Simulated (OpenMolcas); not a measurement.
## I5+: effect of the IPEA shift

```
Program             : OpenMolcas
Basis               : ANO-RCC-VTZP [7s6p4d2f1g]
Scalar Hamiltonian  : DKH2, point nucleus
Active space        : 2 electrons in 9 orbitals (RAS2 5s 5p; RAS3 5d, at most 2 electrons)
State averaging     : 2S+1 = 3 even, 3 roots; 2S+1 = 1 even, 7 roots; 2S+1 = 3 odd, 3 roots; 2S+1 = 1 odd, 3 roots
Spin-orbit coupling : state interaction with AMFI integrals over the reference wave functions, term energies averaged over their components
```

Methods on the same reference wave functions:
A. RASSCF
B. MS-RASPT2, IPEA 0 Eh, imaginary shift 0.1 Eh (closed shells correlated: 4d)
C. MS-RASPT2, IPEA 0.25 Eh, imaginary shift 0.1 Eh (closed shells correlated: 4d)

Energies in eV above 5s² ¹S₀, the measured ground level; measured values from the list in Rauch et al., Astron. Astrophys. 606, A105 (2017).

```csv
Level,A,B,C,Measured
5s² ¹S₀,0.0000,0.0000,0.0000,0.0000
5s 5p ³P°₀,10.0433,10.835,10.830,10.6212
5s 5p ³P°₁,10.4895,11.256,11.252,11.0670
5s 5p ³P°₂,11.6527,12.445,12.439,12.3594
5s 5p ¹P°₁,16.2130,15.769,15.793,15.7985
5p² ³P₀,24.7468,25.142,25.167,24.8074
5p² ¹D₂ [63 %],25.4049,26.275,26.283,25.9662
5p² ³P₁,25.6356,26.079,26.104,25.8475
5p² ³P₂ [63 %],27.0053,27.617,27.632,27.5225
```

Deviations, from unrounded energies. A percentage is the sum of absolute deviations over the sum of measured energies, with the sign that they share, or ± where signs differ.

| Against measurement | Levels | A | B | C |
| --- | --- | --- | --- | --- |
| mean absolute deviation (cm-1) | 8 | 3700 | 1500 | 1500 |
| other configurations (%) | 8 | ±2.4 | ±1.0 | ±1.0 |

B, C lie about equally close to measurement and A furthest from it. The largest miss of B in the table is 5p² ³P₀, by +2700 cm-1. The ranking rests on the paired levels alone, and a cruder setting can come out closer through cancelling errors.

Between B and C the level of the table that moves most is 5p² ³P₀, by 200 cm-1 (lowest in B, highest in C). Moves below CASPT2's spread within the term are not significant.

The lowest spin-free term lies below A's lowest term by 0.418 hartree in B, 0.416 hartree in C.

Term energies are means over components that CASPT2 splits; among the terms shown or strongly mixed into the levels shown the widest spread is 17 cm-1 (5p² ¹D, C). Active for correlation alone: 5d; no level in the range computed is led by a configuration that fills it, so any true level of that kind is missing. Some terms mix strongly with configurations of 5d, whose occupation reaches 0.22 (5p² ¹D). Computed and measured levels are paired by configuration, term and J; levels that our copy of the source lacks, or whose pairing is in doubt (as where it misses far off the trend of its configuration), stay unpaired and out of the deviations. Only configurations of the active space appear. Levels that lie high or do not pair safely by name in every column are left out.

A share in square brackets marks a mixed level and gives the weight of the term that names it, the lowest over the columns. ° marks odd parity.
